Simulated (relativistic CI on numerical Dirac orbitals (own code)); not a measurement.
**Sn⁶⁺: q coefficients and field-shift factors**

Method of calculation: Dirac-Coulomb-Breit CI, separate exchange-only KLI orbitals for each configuration, derivatives by finite differences, unscaled Slater integrals, QED left out (own radial code, finite nucleus).

Configuration list (outside the closed core [Ar] 3d10): 4s²4p⁶4d⁸, 4s²4p⁶4d⁷5s, 4s²4p⁶4d⁷4f, 4s²4p⁵4d⁹, 4s²4p⁶4d⁷5p, 4s²4p⁶4d⁷5d, 4s²4p⁴4d¹⁰, 4s4p⁶4d⁹. Levels of other configurations are missing.

With x = (α/α₀)² − 1 an excitation energy changes as ω = ω₀ + qx; K = 2q/ω₀ is the relative enhancement. Terms are leading LS components, so labels can repeat. The field-shift factor is F = δν/δ⟨r²⟩ for the transition from the lowest level.

Lowest level 4s²4p⁶4d⁸ ³F4.

| Level | ω₀ (cm⁻¹) | q (cm⁻¹) | K | F (GHz/fm²) |
| --- | --- | --- | --- | --- |
| 4s²4p⁶4d⁸ ³F3 | 7575 | 7742 | 2.04 | 0.103 |
| 4s²4p⁶4d⁸ ³F2 | 9363 | 4657 | 0.995 | 0.0637 |
| 4s²4p⁶4d⁸ ³P2 | 18072 | 5893 | 0.652 | 0.137 |
| 4s²4p⁶4d⁸ ³P0 | 24868 | 5417 | 0.436 | 0.188 |
| 4s²4p⁶4d⁸ ³P1 | 25156 | 7742 | 0.615 | 0.214 |
| 4s²4p⁶4d⁸ ¹D2 | 27178 | 12640 | 0.93 | 0.204 |
| 4s²4p⁶4d⁸ ¹G4 | 32266 | 6464 | 0.401 | 0.194 |
| 4s²4p⁶4d⁸ ¹S0 | 65475 | 10210 | 0.312 | 0.305 |
| 4s²4p⁶4d⁷5s ⁵F5 | 261781 | -31320 | -0.239 | 22.3 |
| 4s²4p⁶4d⁷5s ⁵F4 | 266602 | -26860 | -0.201 | 22.3 |
| 4s²4p⁶4d⁷5s ⁵F3 | 270416 | -22860 | -0.169 | 22.4 |
| 4s²4p⁶4d⁷5s ⁵F2 | 272752 | -21240 | -0.156 | 22.4 |
| 4s²4p⁶4d⁷5s ⁵F1 | 274155 | -20400 | -0.149 | 22.4 |
| 4s²4p⁶4d⁷5s ³F4 | 277410 | -27680 | -0.2 | 20.9 |
| 4s²4p⁶4d⁷5s ³F3 | 283453 | -23940 | -0.169 | 21.1 |
| 4s²4p⁶4d⁷5s ⁵P2 | 284561 | -29980 | -0.211 | 22.1 |
| 4s²4p⁶4d⁷5s ⁵P3 | 285443 | -25300 | -0.177 | 22.2 |
| 4s²4p⁶4d⁷5s ³F2 | 287356 | -20080 | -0.14 | 21 |
| 4s²4p⁶4d⁷5s ⁵P1 | 288076 | -26130 | -0.181 | 22.3 |
| 4s²4p⁶4d⁷5s ³G5 | 290062 | -27010 | -0.186 | 22 |
| 4s²4p⁶4d⁷5s ³G4 | 292075 | -25690 | -0.176 | 21.9 |
| 4s²4p⁶4d⁷5s ³P1 | 296037 | -27510 | -0.186 | 21.5 |
| 4s²4p⁶4d⁷5s ³P2 | 296356 | -25910 | -0.175 | 21.7 |

At this charge configurations can still be misplaced by up to about 7 % of their energy. Terms inside the open d or f shell come out 10 to 20 % too wide with unscaled integrals.
